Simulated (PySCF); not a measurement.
C2H4N, charge +1, singlet, at a GFN2-xTB geometry; CASSCF(8,8)/6-31G* in PySCF.

The PySCF input:
```python
from pyscf import gto, scf, mcscf
import numpy

mol = gto.M(
    atom='''
C     0.00334141    0.00125523   -1.23755640
C    -0.00040118   -0.00015071    0.14858327
N    -0.00350170   -0.00131545    1.29692576
H     0.00839961    1.03012222   -1.61351707
H     0.89303023   -0.51610608   -1.61269688
H    -0.88835179   -0.50910325   -1.61749951
H    -0.00620750   -0.00233191    2.29907192
''',
    basis='6-31g*',
    charge=1,
    verbose=4,
)

mf = scf.RHF(mol)
mf.kernel()
mc = mcscf.CASSCF(mf, 8, 8)
mc.fix_spin_(ss=0.0)
mc.kernel()
occ = numpy.linalg.eigvalsh(mc.fcisolver.make_rdm1(mc.ci, mc.ncas, mc.nelecas))[::-1]
ss = mc.fcisolver.spin_square(mc.ci, mc.ncas, mc.nelecas)[0]
print('natural occupations', occ.round(4), ' <S^2>', round(ss, 4))
```

Q: Predict the main parts of the log of this PySCF run.

A: 
```
PySCF version 2.14.0

[INPUT] verbose = 4
[INPUT] num. atoms = 7
[INPUT] num. electrons = 22
[INPUT] charge = 1
[INPUT] spin (= nelec alpha-beta = 2S) = 0
[INPUT] symmetry False subgroup None
[INPUT] Mole.unit = angstrom
[INPUT] Symbol           X                Y                Z      unit          X                Y                Z       unit  Magmom
[...]
nuclear repulsion = 66.1816807619696
number of shells = 26
number of NR pGTOs = 97
number of NR cGTOs = 50
basis = 6-31g*
ecp = {}

******** <class 'pyscf.scf.hf.RHF'> ********
method = RHF
initial guess = minao
damping factor = 0
level_shift factor = 0
DIIS = <class 'pyscf.scf.diis.CDIIS'>
diis_start_cycle = 1
diis_space = 8
diis_damp = 0
SCF conv_tol = 1e-09
SCF conv_tol_grad = None
SCF max_cycles = 50
direct_scf = True
direct_scf_tol = 1e-13
Set gradient conv threshold to 3.16228e-05
Initial guess from minao.
init E= -133.127702592463
[...]
cycle= 1 E= -132.163889344223  delta_E= 0.964  |g|= 0.454  |ddm|= 2.39
[...]
cycle= 2 E= -132.220832962016  delta_E= -0.0569  |g|= 0.192  |ddm|= 0.699
[...]
cycle= 3 E= -132.228878449833  delta_E= -0.00805  |g|= 0.0716  |ddm|= 0.184
[...]
cycle= 4 E= -132.230055243668  delta_E= -0.00118  |g|= 0.0224  |ddm|= 0.078
[...]
cycle= 5 E= -132.230176188019  delta_E= -0.000121  |g|= 0.00257  |ddm|= 0.0219
[...]
cycle= 6 E= -132.230179763666  delta_E= -3.58e-06  |g|= 0.000548  |ddm|= 0.00509
[...]
cycle= 7 E= -132.230179930949  delta_E= -1.67e-07  |g|= 8.39e-05  |ddm|= 0.00121
[...]
cycle= 8 E= -132.230179934669  delta_E= -3.72e-09  |g|= 2.24e-05  |ddm|= 0.000233
[...]
cycle= 9 E= -132.230179934842  delta_E= -1.73e-10  |g|= 3.61e-06  |ddm|= 3.82e-05
[...]
Extra cycle  E= -132.230179934847  delta_E= -5e-12  |g|= 1.32e-06  |ddm|= 6.84e-06
converged SCF energy = -132.230179934847

******** <class 'pyscf.mcscf.mc1step.CASSCF'> ********
CAS (4e+4e, 8o), ncore = 7, nvir = 35
max_cycle_macro = 50
max_cycle_micro = 4
conv_tol = 1e-07
conv_tol_grad = None
orbital rotation max_stepsize = 0.02
orbital rotation threshold for CI restart = 0.01
augmented hessian ah_max_cycle = 30
augmented hessian ah_conv_tol = 1e-12
augmented hessian ah_linear dependence = 1e-14
augmented hessian ah_level shift = 1e-08
augmented hessian ah_start_tol = 2.5
augmented hessian ah_start_cycle = 3
augmented hessian ah_grad_trust_region = 3
kf_trust_region = 3
kf_interval = 4
ci_response_space = 4
ci_grad_trust_region = 3
with_dep4 0
natorb = False
canonicalization = True
sorting_mo_energy = False
[...]
CASCI E = -132.273816704123  S^2 = 0.0000000
[...]
               |grad[o]|=0.00964  |grad[c]|=0.0057  |ddm|=0.000502  |maxRot[o]|=6.97e-05
macro iter  41 ( 11 JK    2 micro), CASSCF E = -132.357359981983  dE = -4.79248058e-07  S^2 = 0.0000000
               |grad[o]|=0.00964  |grad[c]|=0.0057  |ddm|=0.00061  |maxRot[o]|=5.58e-05
macro iter  42 ( 11 JK    2 micro), CASSCF E = -132.357360361900  dE = -3.79917253e-07  S^2 = 0.0000000
               |grad[o]|=0.00964  |grad[c]|=0.0057  |ddm|=0.00062  |maxRot[o]|=4.6e-05
macro iter  43 ( 11 JK    2 micro), CASSCF E = -132.357360681391  dE = -3.19490653e-07  S^2 = 0.0000000
               |grad[o]|=0.00964  |grad[c]|=0.0057  |ddm|=0.000621  |maxRot[o]|=4.01e-05
macro iter  44 ( 11 JK    2 micro), CASSCF E = -132.357360922621  dE = -2.41229714e-07  S^2 = 0.0000000
               |grad[o]|=0.00964  |grad[c]|=0.0057  |ddm|=0.000623  |maxRot[o]|=3.39e-05
macro iter  45 ( 11 JK    2 micro), CASSCF E = -132.357361099635  dE = -1.77014385e-07  S^2 = 0.0000000
               |grad[o]|=0.00964  |grad[c]|=0.0057  |ddm|=0.000623  |maxRot[o]|=2.92e-05
macro iter  46 ( 11 JK    2 micro), CASSCF E = -132.357361224810  dE = -1.25174665e-07  S^2 = 0.0000000
               |grad[o]|=0.00964  |grad[c]|=0.0057  |ddm|=0.000624  |maxRot[o]|=2.65e-05
macro iter  47 ( 11 JK    2 micro), CASSCF E = -132.357361328046  dE = -1.03236346e-07  S^2 = 0.0000000
               |grad[o]|=0.00964  |grad[c]|=0.0057  |ddm|=0.000624  |maxRot[o]|=2.4e-05
macro iter  48 ( 11 JK    2 micro), CASSCF E = -132.357361411938  dE = -8.38917629e-08  S^2 = 0.0000000
               |grad[o]|=0.00964  |grad[c]|=0.0057  |ddm|=0.000624  |maxRot[o]|=2.1e-05
macro iter  49 ( 15 JK    4 micro), CASSCF E = -132.358727470961  dE = -1.36605902e-03  S^2 = 0.0000000
               |grad[o]|=0.00964  |grad[c]|=0.00935  |ddm|=0.00215  |maxRot[o]|=0.0567
macro iter  50 ( 16 JK    4 micro), CASSCF E = -132.359130792504  dE = -4.03321543e-04  S^2 = 0.0000000
               |grad[o]|=0.00639  |grad[c]|=0.00621  |ddm|=0.00152  |maxRot[o]|=0.0281
1-step CASSCF not converged,  50 macro (920 JK 178 micro) steps
CASSCF canonicalization
Density matrix diagonal elements [1.96982981 1.97049938 1.95836778 1.96009059 0.05403199 0.05326214
 0.01750382 0.01641451]
CASSCF energy = -132.359130792504
CASCI E = -132.359130792504  E(CI) = -19.8397681509166  S^2 = 0.0000000
natural occupations [1.9835 1.9831 1.947  1.9465 0.0534 0.0526 0.0175 0.0163]  <S^2> 0.0
```

Convergence was not reached.
